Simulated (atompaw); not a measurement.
An all-electron radial function and its pseudo partner (Nd (Z = 60))

Columns: radius, all-electron u(r) and pseudo u(r) of the 5d shell (level -1.93 eV) of neodymium in the configuration [Kr] 4d10 4f4 5s2 5p6 5d0 6s2 6p0; PBEsol, scalar-relativistic, PAW (atompaw) scheme, atompaw 4.2.0.5.

```
r (bohr)  all-electron  pseudo
   0.108        0.1277  0.0003
   0.215        0.1064  0.0021
   0.323       -0.0652  0.0069
   0.431       -0.1974  0.0160
   0.538       -0.2361  0.0301
   0.646       -0.1994  0.0503
   0.754       -0.1182  0.0766
   0.862       -0.0183  0.1089
   0.969        0.0833  0.1463
   1.077        0.1796  0.1886
   1.185        0.2653  0.2341
   1.292        0.3380  0.2810
   1.400        0.3992  0.3287
   1.508        0.4487  0.3749
   1.615        0.4874  0.4178
   1.723        0.5171  0.4568
   1.831        0.5390  0.4903
   1.938        0.5539  0.5174
   2.046        0.5633  0.5381
   2.154        0.5680  0.5523
   2.262        0.5688  0.5601
   2.369        0.5666  0.5625
   2.477        0.5619  0.5604
   2.585        0.5553  0.5549
   2.692        0.5472  0.5472
   2.800        0.5380  0.5380
```

Task: How many radial nodes do the two functions have?

Result: The all-electron 5d function has n − l − 1 = 2; the pseudo-wave has 0, since the states of the same l below it are removed with the core.

Task: Where does each function peak?

Result: Outermost all-electron maximum near 2.26 bohr, pseudo maximum near 2.37 bohr (to the table’s step).

Task: Is the pseudo-wave norm-conserving?

Result: No, it belongs to a PAW set: the norm inside the radius is not constrained, and the difference is carried by the augmentation charge.
